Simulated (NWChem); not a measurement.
System: ZrH₂OCl₂F₂; SMILES [Zr]([F])([Cl])([Cl])([F])<-[OH2]

Excerpt of the output:

```
             Northwest Computational Chemistry Package (NWChem) 7.3.0
             --------------------------------------------------------

 C1  symmetry detected

                             Geometry "geometry" -> ""
                             -------------------------

 Output coordinates in angstroms (scale by  1.889725989 to convert to a.u.)

  No.       Tag          Charge          X              Y              Z
 ---- ---------------- ---------- -------------- -------------- --------------
    1 Zr                  40.0000    -0.16380153    -0.00620458     0.00053853
    2 F                    9.0000    -1.09889263     0.20052710     1.66921254
    3 F                    9.0000    -1.10576721     0.20044360    -1.66469169
    4 Cl                  17.0000     2.05561654     0.80116179    -0.00196462
    5 Cl                  17.0000     0.10443717    -2.35329524    -0.00099230
    6 O                    8.0000    -0.92467381     2.25868586    -0.00154587
    7 H                    1.0000    -1.46951310     2.47275836    -0.78412652
    8 H                    1.0000    -1.46000964     2.48347029     0.78453240

 Effective nuclear repulsion energy (a.u.)     825.6324172233

                                 NWChem DFT Module
                                 -----------------

 Summary of "ao basis" -> "ao basis" (spherical)
 ------------------------------------------------------------------------------
       Tag                 Description            Shells   Functions and Types
 ---------------- ------------------------------  ------  ---------------------
 Zr                         def2-svp                11       31   5s3p2d1f
 F                          def2-svp                 6       14   3s2p1d
 Cl                         def2-svp                 8       18   4s3p1d
 O                          def2-svp                 6       14   3s2p1d
 H                          def2-svp                 3        5   2s1p

            General Information
            -------------------
          SCF calculation type: DFT
          Wavefunction type:  closed shell.
          No. of atoms     :     8
          No. of electrons :    74
           Alpha electrons :    37
            Beta electrons :    37
          Charge           :     0
          Spin multiplicity:     1
          Use of symmetry is: off; symmetry adaption is: off
          Maximum number of iterations: 150
          AO basis - number of functions:   119
                     number of shells:    51
          Convergence on energy requested:  1.00D-06
          Convergence on density requested:  1.00D-05
          Convergence on gradient requested:  5.00D-04

              XC Information
              --------------
                      r^2SCAN Method XC Functional
               r^2SCAN metaGGA Exchange Functional  1.000
                     r^2SCAN Correlation Potential  1.000

             Grid Information
             ----------------
          Grid used for XC integration:  xfine
          Radial quadrature: Mura-Knowles
          Angular quadrature: Lebedev.
          Tag              B.-S. Rad. Rad. Pts. Rad. Cut. Ang. Pts.
          ---              ---------- --------- --------- ---------
          Zr                  1.55      205          11.0      1454
          F                   0.50      100          10.0      1454
          Cl                  1.00      125          13.0      1454
          O                   0.60      100          12.0      1454
          H                   0.35      100          12.0      1202
          Grid pruning is: on
          Number of quadrature shells:   955
          Spatial weights used:  Erf1

      Superposition of Atomic Density Guess
      -------------------------------------

 Sum of atomic energies:       -1246.42125769

      Non-variational initial energy
      ------------------------------

 Total energy =   -1239.654444
 1-e energy   =   -2554.155447
 2-e energy   =     900.547579
 HOMO         =      -0.451411
 LUMO         =      -0.017131

   convergence    iter        energy       DeltaE   RMS-Dens  Diis-err
 ---------------- ----- ----------------- --------- --------- ---------
 d= 0,ls=0.0,diis     1  -1242.9842333592 -1.66D+03  3.41D-02  2.11D+00
 d= 0,ls=0.0,diis     2  -1238.5105112694  4.47D+00  2.47D-02  4.86D+01
 d= 0,ls=0.0,diis     3  -1243.2317572664 -4.72D+00  4.70D-03  3.80D-01
 d= 0,ls=0.0,diis     4  -1243.2607130694 -2.90D-02  2.09D-03  1.58D-01
 d= 0,ls=0.0,diis     5  -1243.2773299548 -1.66D-02  6.48D-04  4.10D-03
  Resetting Diis
 d= 0,ls=0.0,diis     6  -1243.2777566155 -4.27D-04  2.83D-04  1.43D-03
 d= 0,ls=0.0,diis     7  -1243.2779336916 -1.77D-04  1.83D-04  1.22D-04
 d= 0,ls=0.0,diis     8  -1243.2779025470  3.11D-05  1.17D-04  3.77D-04
 d= 0,ls=0.0,diis     9  -1243.2779490163 -4.65D-05  1.63D-05  4.40D-06
 d= 0,ls=0.0,diis    10  -1243.2779494821 -4.66D-07  4.27D-06  4.76D-07

         Total DFT energy =    -1243.277949482090
      One electron energy =    -2559.312191214626
           Coulomb energy =      994.677211966382
    Exchange-Corr. energy =      -92.596394356070
 Nuclear repulsion energy =      413.953424122224

 Numeric. integr. density =       74.000000432501

                       DFT Final Molecular Orbital Analysis
                       ------------------------------------

 Vector   35  Occ=2.000000D+00  E=-3.072933D-01
              MO Center=  1.8D+00,  7.0D-01, -1.6D-03, r^2= 1.9D+00
   Bfn.  Coefficient  Atom+Function         Bfn.  Coefficient  Atom+Function
  ----- ------------  ---------------      ----- ------------  ---------------
    72      0.604628  4 Cl pz                69      0.448480  4 Cl pz
    66      0.262714  4 Cl pz                 8     -0.113316  1 Zr pz
    37      0.085473  2 F  pz                51      0.085537  3 F  pz
    18     -0.077979  1 Zr d  1              90      0.074519  5 Cl pz
    11      0.064079  1 Zr pz                40     -0.063273  2 F  pz

 Vector   36  Occ=2.000000D+00  E=-2.975189D-01
              MO Center=  5.9D-02, -2.1D+00, -6.9D-04, r^2= 1.9D+00
   Bfn.  Coefficient  Atom+Function         Bfn.  Coefficient  Atom+Function
  ----- ------------  ---------------      ----- ------------  ---------------
    90      0.603279  5 Cl pz                87      0.447838  5 Cl pz
    84      0.261989  5 Cl pz                16     -0.117084  1 Zr d -1
    36     -0.113407  2 F  py                50      0.113343  3 F  py
    39      0.086188  2 F  py                53     -0.086142  3 F  py
    72     -0.078575  4 Cl pz                 8     -0.059588  1 Zr pz

 Vector   37  Occ=2.000000D+00  E=-2.908075D-01
              MO Center=  8.5D-01, -1.0D+00, -1.4D-03, r^2= 4.5D+00
   Bfn.  Coefficient  Atom+Function         Bfn.  Coefficient  Atom+Function
  ----- ------------  ---------------      ----- ------------  ---------------
    88      0.490668  5 Cl px                71      0.386140  4 Cl py
    85      0.361470  5 Cl px                68      0.283579  4 Cl py
    82      0.211206  5 Cl px                70     -0.167664  4 Cl px
    65      0.165299  4 Cl py                67     -0.115039  4 Cl px
    64     -0.067947  4 Cl px                50      0.042458  3 F  py

 Vector   38  Occ=0.000000D+00  E=-9.349599D-02
              MO Center=  2.2D-02, -8.4D-02,  2.1D-04, r^2= 2.3D+00
   Bfn.  Coefficient  Atom+Function         Bfn.  Coefficient  Atom+Function
  ----- ------------  ---------------      ----- ------------  ---------------
    15      0.781264  1 Zr d -2              19     -0.447690  1 Zr d  2
    88      0.229922  5 Cl px                71     -0.207381  4 Cl py
    17      0.142754  1 Zr d  0              85      0.139208  5 Cl px
    20      0.133445  1 Zr d -2              68     -0.129243  4 Cl py
    70      0.106530  4 Cl px                82      0.079308  5 Cl px

 Vector   39  Occ=0.000000D+00  E=-8.442130D-02
              MO Center= -1.5D-01, -7.7D-02,  7.3D-04, r^2= 2.1D+00
   Bfn.  Coefficient  Atom+Function         Bfn.  Coefficient  Atom+Function
  ----- ------------  ---------------      ----- ------------  ---------------
    16      0.905037  1 Zr d -1              90      0.209287  5 Cl pz
    18     -0.186091  1 Zr d  1              36      0.164043  2 F  py
    50     -0.163624  3 F  py                39     -0.137439  2 F  py
    53      0.137068  3 F  py                21      0.129458  1 Zr d -1
    87      0.128766  5 Cl pz                72     -0.118989  4 Cl pz

 Vector   40  Occ=0.000000D+00  E=-4.651550D-02
              MO Center= -2.4D-01, -4.5D-02,  2.2D-03, r^2= 2.6D+00
   Bfn.  Coefficient  Atom+Function         Bfn.  Coefficient  Atom+Function
  ----- ------------  ---------------      ----- ------------  ---------------
    19      0.616938  1 Zr d  2              17     -0.481982  1 Zr d  0
    15      0.430862  1 Zr d -2              70      0.332568  4 Cl px
    63     -0.241984  4 Cl s                  4      0.169968  1 Zr s
     6      0.163697  1 Zr px                35     -0.153269  2 F  px
    49     -0.152953  3 F  px                24      0.140835  1 Zr d  2

[...]

                         DFT ENERGY GRADIENTS

    atom               coordinates                        gradient
                 x          y          z           x          y          z
   1 Zr     -0.309540  -0.011725   0.001018    0.002880  -0.001702   0.000031
   2 F      -2.076606   0.378941   3.154354   -0.002157   0.000075   0.004104
   3 F      -2.089597   0.378783  -3.145811   -0.002189   0.000082  -0.004122
   4 Cl      3.884552   1.513976  -0.003713    0.001369   0.000426  -0.000000
   5 Cl      0.197358  -4.447083  -0.001875    0.000344  -0.001481  -0.000010
   6 O      -1.747380   4.268297  -0.002921    0.008278  -0.000096  -0.000035
   7 H      -2.776977   4.672836  -1.481784   -0.004298   0.001287  -0.005871
   8 H      -2.759018   4.693078   1.482551   -0.004227   0.001409   0.005903
```

Level: r2SCAN/def2-SVP with def2 effective core potentials on Zr. Coordinates come from a PBE-D3(BJ)/def2-SVP optimisation. No frequency run checked for a minimum. def2 effective core potentials on Zr; no spin-orbit coupling.

Task: Reconstruct the input file.

Result: Several could match; the one computed here: the input that was run:
```
start job
memory heap 200 mb stack 900 mb global 1100 mb
geometry units angstroms noautoz
  Zr    -0.107440     0.005063     0.003032
  F     -0.989603     0.328252     1.682003
  F     -1.035918     0.326252    -1.651586
  Cl     2.195181     0.529169    -0.027180
  Cl    -0.134170    -2.357155     0.003784
  O     -0.579758     2.347193     0.004592
  H     -1.102861     2.626928    -0.772081
  H     -1.073518     2.637676     0.796332
end
basis spherical
  Zr library def2-svp
  F library def2-svp
  Cl library def2-svp
  O library def2-svp
  H library def2-svp
end
ecp
  Zr library def2-ecp
end
dft
  xc r2scan
  iterations 150
  grid xfine
end
task dft gradient
```
